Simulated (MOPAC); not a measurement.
A run for MOPAC: PM3 on BFH2Se2 (SMILES FB([SeH])[SeH]), a point of a torsion scan.

```
PM3 1SCF PRECISE CHARGE=0 THREADS=1
BFH2Se2

F      0.28088505 1     2.05142505 1     0.12516683 1
B      0.10092836 1     0.75302110 1     0.01187077 1
Se    -1.71980337 1     0.13512265 1    -0.43254031 1
Se     1.67346771 1    -0.33212612 1     0.00726569 1
H     -1.88073313 1     1.05975329 1    -1.52042796 1
H      1.02275491 1    -1.59694591 1    -0.23375921 1
```

The log:

```
*******************************************************************************
 **                                                                           **
 **                              MOPAC v23.2.5                                **
 **                                                                           **
 *******************************************************************************
 ** MOPAC's Digital Object Identifier: https://doi.org/10.5281/zenodo.6511958 **
 **                                                                           **
 ** Please cite the open-source release paper for use of this MOPAC version:  **
 ** J. E. Moussa and J. J. P. Stewart (2026)                                  **
 ** MOPAC: An open-source semiempirical molecular orbital program             **
 ** J. Open Source Softw., 11(119), 8025, https://doi.org/10.21105/joss.08025 **
 *******************************************************************************

                              PM3 CALCULATION RESULTS

 *******************************************************************************
 *  PM3        - The PM3 Hamiltonian to be used
 *
 *
 *
 *                 CHARGE ON SYSTEM = 0
 *
 *
 *
 *  PRECISE    - TIGHTER CRITERIA TO BE USED
 *  1SCF       - DO 1 SCF AND THEN STOP
 *  THREADS=1  - MULTI-THREADING NOT USED
 *  T=         - A TIME OF 172800.0 SECONDS REQUESTED
 *  DUMP=N     - RESTART FILE WRITTEN EVERY 7200.0 SECONDS REQUESTED
 *******************************************************************************
PM3 1SCF PRECISE CHARGE=0 THREADS=1
 BFH2Se2

   ATOM   CHEMICAL          X               Y               Z
  NUMBER   SYMBOL      (ANGSTROMS)     (ANGSTROMS)     (ANGSTROMS)

     1       F          0.28088505  *   2.05142505  *   0.12516683  *
     2       B          0.10092836  *   0.75302110  *   0.01187077  *
     3      Se         -1.71980337  *   0.13512265  *  -0.43254031  *
     4      Se          1.67346771  *  -0.33212612  *   0.00726569  *
     5       H         -1.88073313  *   1.05975329  *  -1.52042796  *
     6       H          1.02275491  *  -1.59694591  *  -0.23375921  *



          CARTESIAN COORDINATES

    NO.       ATOM           X           Y           Z

     1         F          0.2809      2.0514      0.1252
     2         B          0.1009      0.7530      0.0119
     3        Se         -1.7198      0.1351     -0.4325
     4        Se          1.6735     -0.3321      0.0073
     5         H         -1.8807      1.0598     -1.5204
     6         H          1.0228     -1.5969     -0.2338

  H: (PM3): J. J. P. STEWART, J. COMP. CHEM. 10, 209 (1989).
  B: (PM3): J. J. P. STEWART, J. MOL. MOD., 10, 155-164 (2004)
  F: (PM3): J. J. P. STEWART, J. COMP. CHEM. 10, 209 (1989).
 Se: (PM3): J. J. P. STEWART, J. COMP. CHEM. 12, 320-341 (1991).

           Empirical Formula: H2 F B Se2  =     6 atoms



      MOLECULAR POINT GROUP   :   C1


      RHF CALCULATION, NO. OF DOUBLY OCCUPIED LEVELS = 12


 -------------------------------------------------------------------------------
 PM3 1SCF PRECISE CHARGE=0 THREADS=1
 BFH2Se2



     1SCF WAS SPECIFIED, SO BFGS WAS NOT USED
     SCF FIELD WAS ACHIEVED


                              PM3 CALCULATION
                                                       MOPAC v23.2.5 Linux




          FINAL HEAT OF FORMATION =        -80.92064 KCAL/MOL =    -338.57198 KJ/MOL


          COSMO AREA              =        122.21 SQUARE ANGSTROMS
          COSMO VOLUME            =        111.31 CUBIC ANGSTROMS

          IONIZATION POTENTIAL    =          9.845759 EV
          HOMO LUMO ENERGIES (EV) =         -9.846 -1.394
          NO. OF FILLED LEVELS    =         12
          MOLECULAR WEIGHT        =        189.7442         POINT GROUP:  C1

          MOLECULAR DIMENSIONS (Angstroms)

            Atom       Atom       Distance
            H     6    H     5     4.14051
           Se     3    F     1     2.80460
           Se     3    H     5     0.88845


          SCF CALCULATIONS        =          1





   ATOM   CHEMICAL          X               Y               Z
  NUMBER   SYMBOL      (ANGSTROMS)     (ANGSTROMS)     (ANGSTROMS)

     1       F          0.28088505  *   2.05142505  *   0.12516683  *
     2       B          0.10092836  *   0.75302110  *   0.01187077  *
     3      Se         -1.71980337  *   0.13512265  *  -0.43254031  *
     4      Se          1.67346771  *  -0.33212612  *   0.00726569  *
     5       H         -1.88073313  *   1.05975329  *  -1.52042796  *
     6       H          1.02275491  *  -1.59694591  *  -0.23375921  *

                             CARTESIAN COORDINATES

   1    F        0.280885050     2.051425050     0.125166830
   2    B        0.100928360     0.753021100     0.011870770
   3   Se       -1.719803370     0.135122650    -0.432540310
   4   Se        1.673467710    -0.332126120     0.007265690
   5    H       -1.880733130     1.059753290    -1.520427960
   6    H        1.022754910    -1.596945910    -0.233759210


           Empirical Formula: H2 F B Se2  =     6 atoms



      MOLECULAR POINT GROUP   :   C1


                  EIGENVALUES
 -27.67199 -22.91780 -21.44012 -18.82299 -18.63657 -17.98054 -15.66956 -13.89823
 -12.16930 -10.89568 -10.82453  -9.84576  -1.39405  -1.33029  -0.80023  -0.24839
   0.00665   3.69247


              NET ATOMIC CHARGES AND DIPOLE CONTRIBUTIONS

  ATOM NO.   TYPE          CHARGE      No. of ELECS.   s-Pop       p-Pop
    1          F          -0.034400        7.0344     1.56167     5.47273
    2          B          -0.214243        3.2142     1.07205     2.14220
    3         Se           0.053293        5.9467     1.84406     4.10265
    4         Se           0.135837        5.8642     1.82349     4.04067
    5          H           0.020168        0.9798     0.97983
    6          H           0.039345        0.9607     0.96065
 DIPOLE           X         Y         Z       TOTAL
 POINT-CHG.     0.512    -1.495    -0.330     1.615
 HYBRID        -0.602     1.111    -0.576     1.389
 SUM           -0.089    -0.384    -0.907     0.989


          ATOMIC ORBITAL ELECTRON POPULATIONS

     Atom    s        px        py        pz
    1  F   1.56167   1.92853   1.70424   1.83996
    2  B   1.07205   0.88449   0.81522   0.44249
    3 Se   1.84406   1.23482   1.47798   1.38985
    4 Se   1.82349   1.16201   1.07428   1.80438
    5  H   0.97983
    6  H   0.96065

 **********************
 *                    *
 * JOB ENDED NORMALLY *
 *                    *
 **********************




 == MOPAC DONE ==
```

The run finished.

Cost: roughly 0.020 core-seconds.
